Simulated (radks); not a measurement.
Results of a calculation; reference values are marked as such.
All-electron atom: neutral cadmium in [Kr] 4d10 5s2. Code: a radial shooting solver on a logarithmic mesh with Libxc functionals. Model: scalar-relativistic Kohn-Sham, PBE, spin-polarised, spherical densities, finite nucleus; Fermi nuclear charge, rms radius 4.6087 fm.

Local quantities along the radius. ELF = 1/(1 + alpha^2) is the electron localisation function; alpha = (tau - tau_W)/tau_unif compares the Pauli kinetic energy density with that of the uniform gas (summed over spins); -r V(r) is the screened charge that the Kohn-Sham potential of spin up presents (atomic units); r v_xc is r times the local exchange-correlation potential of spin up (hartree bohr); s = |grad rho|/(2 (3 pi^2)^(1/3) rho^(4/3)) is the reduced gradient. tau is taken from the large components.

| r (bohr) | ELF | alpha | -r V(r) | r v_xc | s |
|---|---|---|---|---|---|
| 0.001615 | 0.999 | 0.02290 | 47.66 | -0.1148 | 0.6187 |
| 0.002171 | 0.999 | 0.02381 | 47.52 | -0.1345 | 0.5646 |
| 0.002896 | 0.999 | 0.02561 | 47.35 | -0.1601 | 0.5297 |
| 0.003863 | 0.999 | 0.02874 | 47.12 | -0.1930 | 0.5096 |
| 0.005152 | 0.999 | 0.03397 | 46.81 | -0.2336 | 0.5029 |
| 0.006927 | 0.998 | 0.04317 | 46.38 | -0.2835 | 0.5097 |
| 0.009238 | 0.997 | 0.05930 | 45.84 | -0.3386 | 0.5307 |
| 0.01232 | 0.992 | 0.09052 | 45.14 | -0.3970 | 0.5681 |
| 0.01643 | 0.976 | 0.1573 | 44.25 | -0.4527 | 0.6238 |
| 0.0221 | 0.906 | 0.3217 | 43.08 | -0.4986 | 0.6939 |
| 0.02947 | 0.667 | 0.7064 | 41.66 | -0.5266 | 0.7331 |
| 0.03931 | 0.363 | 1.324 | 39.90 | -0.5427 | 0.6294 |
| 0.05242 | 0.348 | 1.369 | 37.80 | -0.5956 | 0.3799 |
| 0.07048 | 0.607 | 0.8039 | 35.28 | -0.7460 | 0.2855 |
| 0.09401 | 0.759 | 0.5634 | 32.41 | -0.8673 | 0.3850 |
| 0.1254 | 0.626 | 0.7735 | 29.13 | -0.8942 | 0.5244 |
| 0.1672 | 0.321 | 1.454 | 25.50 | -0.8613 | 0.4453 |
| 0.2248 | 0.482 | 1.036 | 21.65 | -1.020 | 0.2146 |
| 0.2999 | 0.755 | 0.5698 | 17.88 | -1.198 | 0.3388 |
| 0.4 | 0.669 | 0.7029 | 14.27 | -1.137 | 0.6283 |
| 0.5335 | 0.203 | 1.982 | 10.92 | -0.9074 | 0.6561 |
| 0.7172 | 0.493 | 1.013 | 7.978 | -1.081 | 0.2105 |
| 0.9566 | 0.760 | 0.5627 | 5.413 | -1.230 | 0.4057 |
| 1.276 | 0.616 | 0.7893 | 3.396 | -1.136 | 0.6788 |
| 1.702 | 0.349 | 1.365 | 2.082 | -0.9486 | 0.9140 |
| 2.288 | 0.265 | 1.667 | 1.308 | -0.8077 | 1.060 |
| 3.051 | 0.376 | 1.290 | 0.8880 | -0.7041 | 1.343 |
| 4.07 | 0.555 | 0.8962 | 0.6059 | -0.5570 | 2.112 |
| 5.428 | 0.667 | 0.7069 | 0.4441 | -0.4359 | 4.036 |
| 7.298 | 0.650 | 0.7332 | 0.2885 | -0.2878 | 10.11 |
| 9.734 | 0.435 | 1.139 | 0.1226 | -0.1226 | 33.25 |

On this mesh the ELF has minima near r = 0.045, 0.17, 0.53, 2.3 bohr, which separate the shells, and maxima near 0.0012 (1.00), 0.094 (0.76), 0.35 (0.77), 0.96 (0.76), 6.3 (0.68).
